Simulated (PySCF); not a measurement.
Computed properties of Si(H)(Cl)2(vinyl) (C₂H₄Cl₂Si), SMILES Cl[SiH](C=C)Cl

Si(H)(Cl)2(vinyl) (C₂H₄Cl₂Si), SMILES [SiH](C=C)(Cl)Cl. The structure is a stationary point at B3LYP-D3(BJ)/def2-SVP. One conformer was computed; it need not be the lowest. All values are computed for the isolated molecule unless a solvent is named; none is compared with measurement here.

**Structure.** The optimised structure has Cs symmetry. All 21 harmonic modes at B3LYP-D3(BJ)/def2-SVP (PySCF) are real, so it is a minimum. With heavy atoms numbered as in [SiH:1]([Cl:2])([Cl:3])[CH:4]=[CH2:5], the shortest bond between them is C4–C5 at 1.340 Å and the longest Si1–Cl3 at 2.073 Å.

**Vibrations.** The strongest infrared lines (harmonic, unscaled, degenerate partners summed) lie at 819 cm⁻¹ (166 km/mol, H 90 %, Si 9 %), 812 cm⁻¹ (148 km/mol, H 89 %, Si 10 %), 597 cm⁻¹ (141 km/mol, Si 46 %, H 23 %, Cl 22 %, C 10 %). The softest mode is at 72 cm⁻¹ and the zero-point energy is 34.4 kcal/mol.

**Electronic structure.** ωB97X/def2-TZVP (PySCF) places the frontier levels at -10.89 and 1.04 eV, a gap of 11.93 eV, and gives a dipole moment of 2.39 D and a mean polarisability of 70.5 bohr³. PBE/def2-TZVP (PySCF) at the same geometry gives -7.33 and -2.14 eV, so its gap is 6.74 eV narrower. An orbital gap is neither the optical nor the fundamental gap.

**Excitations.** TDA-B3LYP/def2-SVPD (PySCF) has S1 at 6.24 eV (199 nm, f = 0.002, weak); the most intense of the 10 singlets computed lies at 7.50 eV (f = 0.30). T1 (TDA) is at 4.23 eV, 2.01 eV under S1. TDA-PBE/def2-SVPD (PySCF) puts S1 at 5.54 eV. No vertical singlet excitation falls in the visible range (under 3.1 eV).

**NMR.** GIAO shifts at HF/pcSseg-1 (PySCF) (non-relativistic, atoms alike by connectivity averaged): ¹³C from 142.3 to 149.9 ppm against TMS; ¹H from 5.4 to 6.7 ppm against TMS; ²⁹Si at 9.3 ppm against TMS. Without spin–orbit terms, shifts of atoms bonded to Cl or Br come out too high.
